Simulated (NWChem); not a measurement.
System meant: YBr₂F; SMILES [Y]([Br])([F])[Br]

Input file for NWChem:

```
start job
memory heap 200 mb stack 900 mb global 1100 mb
geometry units angstroms noautoz
  Y      0.406229     0.313592     0.000000
  F      2.169031     1.187945     0.000000
  Br    -0.714633    -0.242834    -2.284676
  Br    -0.714633    -0.242834     2.284676
end
basis spherical
  * library def2-svp
end
dft
  xc pbe0
  iterations 150
  mulliken
end
task dft energy
```

End of the output:

```
             Northwest Computational Chemistry Package (NWChem) 7.3.0
             --------------------------------------------------------

 C2V symmetry detected

                             Geometry "geometry" -> ""
                             -------------------------

 Output coordinates in angstroms (scale by  1.889725989 to convert to a.u.)

  No.       Tag          Charge          X              Y              Z
 ---- ---------------- ---------- -------------- -------------- --------------
    1 Y                   39.0000     0.00000000     0.00000000     0.59226045
    2 F                    9.0000     0.00000000     0.00000000     2.55999110
    3 Br                  35.0000     2.28467600     0.00000000    -0.65911539
    4 Br                  35.0000    -2.28467600     0.00000000    -0.65911539

 Effective nuclear repulsion energy (a.u.)     875.2993779417

      Symmetry information
      --------------------

 Group name             C2v
 Group number             16
 Group order               4
 No. of unique centers     3

                                 NWChem DFT Module
                                 -----------------

 Summary of "ao basis" -> "ao basis" (spherical)
 ------------------------------------------------------------------------------
       Tag                 Description            Shells   Functions and Types
 ---------------- ------------------------------  ------  ---------------------
 Y                          def2-svp                11       31   5s3p2d1f
 F                          def2-svp                 6       14   3s2p1d
 Br                         def2-svp                12       32   5s4p3d

      Symmetry analysis of basis
      --------------------------

        a1         43
        a2         14
        b1         32
        b2         20

            General Information
            -------------------
          SCF calculation type: DFT
          Wavefunction type:  closed shell.
          No. of atoms     :     4
          No. of electrons :   118
           Alpha electrons :    59
            Beta electrons :    59
          Charge           :     0
          Spin multiplicity:     1
          Use of symmetry is: on ; symmetry adaption is: on
          Maximum number of iterations: 150
          AO basis - number of functions:   109
                     number of shells:    41
          Convergence on energy requested:  1.00D-06
          Convergence on density requested:  1.00D-05
          Convergence on gradient requested:  5.00D-04

              XC Information
              --------------
                         PBE0 Method XC Functional
                     Hartree-Fock (Exact) Exchange  0.250
          PerdewBurkeErnzerhof Exchange Functional  0.750
            Perdew 1991 LDA Correlation Functional  1.000 local
           PerdewBurkeErnz. Correlation Functional  1.000 non-local

             Grid Information
             ----------------
          Grid used for XC integration:  medium
          Radial quadrature: Mura-Knowles
          Angular quadrature: Lebedev.
          Tag              B.-S. Rad. Rad. Pts. Rad. Cut. Ang. Pts.
          ---              ---------- --------- --------- ---------
          Y                   1.80      123          10.0       590
          F                   0.50       49          10.0       434
          Br                  1.15      112          11.0       590
          Grid pruning is: on
          Number of quadrature shells:   284
          Spatial weights used:  Erf1

      Superposition of Atomic Density Guess
      -------------------------------------

 Sum of atomic energies:       -5854.04633514

      Non-variational initial energy
      ------------------------------

 Total energy =   -5857.663426
 1-e energy   =   -9855.490428
 2-e energy   =    3122.527624
 HOMO         =      -0.940410
 LUMO         =      -0.930066

      Symmetry analysis of molecular orbitals - initial
      -------------------------------------------------

  Numbering of irreducible representations:

     1 a1          2 a2          3 b1          4 b2

  Orbital symmetries:

     1 a1          2 b1          3 a1          4 b1          5 a1
     6 a1          7 b1          8 a1          9 a2         10 b2
    11 b1         12 a1         13 a1         14 b1         15 a1
    16 b2         17 b1         18 a1         19 a1         20 b1
    21 a1         22 a1         23 b2         24 a2         25 b1
    26 b1         27 a1         28 b2         29 a2         30 a1
    31 b1         32 a1         33 b2         34 b1         35 a1
    36 a2         37 a1         38 b2         39 b1         40 a2
    41 a1         42 b1         43 b2         44 a1         45 a1
    46 b1         47 b2         48 a1         49 b1         50 b2
    51 a2         52 a1         53 b1         54 a1         55 b2
    56 b1         57 a1         58 a1         59 b1         60 a2
    61 b2         62 a1         63 b1         64 b2         65 a1
    66 a2         67 b1         68 b2         69 a1

     ---------------------------------------------
      Total Density - Mulliken Population Analysis
     ---------------------------------------------

    Atom       Charge   Shell Charges
 -----------   ------   -------------------------------------------------------
    1 Y   39    45.89   2.00  2.01  2.03  2.57 -0.57  6.05  6.92 -0.02 10.64 -0.33 14.59
    2 F    9     9.38   1.99  1.11  0.66  3.82  1.79  0.01
    3 Br  35    31.37   2.00  2.00  2.00  1.16  0.71  6.00  5.97  0.80  0.79  8.22  1.73 -0.01
    4 Br  35    31.37   2.00  2.00  2.00  1.16  0.71  6.00  5.97  0.80  0.79  8.22  1.73 -0.01

[...]
```

Question: What is wrong, and how is it mended?

Answer: The run ends normally but its numbers are meaningless: the def2 basis of a heavy element holds valence functions alone and wants its effective core potential (without it all electrons must fit into that basis). This input runs:
```
start job
memory heap 200 mb stack 900 mb global 1100 mb
geometry units angstroms noautoz
  Y      0.406229     0.313592     0.000000
  F      2.169031     1.187945     0.000000
  Br    -0.714633    -0.242834    -2.284676
  Br    -0.714633    -0.242834     2.284676
end
basis spherical
  * library def2-svp
end
ecp
  Y library def2-ecp
end
dft
  xc pbe0
  iterations 150
  mulliken
end
task dft energy
```
It converges to -5285.33877 Ha (PBE0/def2-SVP with def2 effective core potentials on Y). The faulty run gave -5878.465 Ha, with all electrons squeezed into the valence basis.
